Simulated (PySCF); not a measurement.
**Kr²⁰⁺: ionisation energy**

Kr²⁰⁺ [Ne] 3s2 3p4 [3p1/2^2 3p3/2^2, M_J = 2] → Kr²¹⁺ [Ne] 3s2 3p3 [3p1/2^2 3p3/2^1, M_J = 3/2], as a difference of total energies. Computed with PySCF 2.14 in an uncontracted even-tempered set (19 s from 2.3 bohr⁻², ratio 2.4; 13 p from 2.9 bohr⁻², ratio 2.4; 5 d from 13 bohr⁻², ratio 2.6; 4 f from 19 bohr⁻², ratio 2.6), with the two-component X2C-1e Hamiltonian. Correlated levels: 1s2 frozen; the 50 highest virtual spinors dropped. "Screened" scales the spin-orbit matrix elements by Boettger's factors to mimic the two-electron term; Breit and QED terms are absent.

```
                    method  ionisation energy (eV)
           GHF (spin-free)                  880.23
          GMP2 (spin-free)                  881.33
 GHF (screened spin-orbit)                  882.72
GMP2 (screened spin-orbit)                  883.54
```

Problem. How much does correlation contribute at GMP2 (screened spin-orbit)?

Solution. 883.54 − (882.72) = 0.82 eV, measured against GHF (screened spin-orbit).

Breit and QED terms and the two-electron picture change are absent.

The spin-free rows relax to the high-spin LS determinant and lack the spin-orbit shift.

The labels give the starting determinants; with spin-orbit coupling the two ends relaxed to ⟨J²⟩ = 6.00, ⟨L²⟩ = 2.64, ⟨S²⟩ = 1.68 and ⟨J²⟩ = 3.77, ⟨L²⟩ = 0.58, ⟨S²⟩ = 3.04.

For comparison: 882.8 ± 1.3 eV (semi-empirical (NIST evaluation); NIST Atomic Spectra Database, ionization energies).
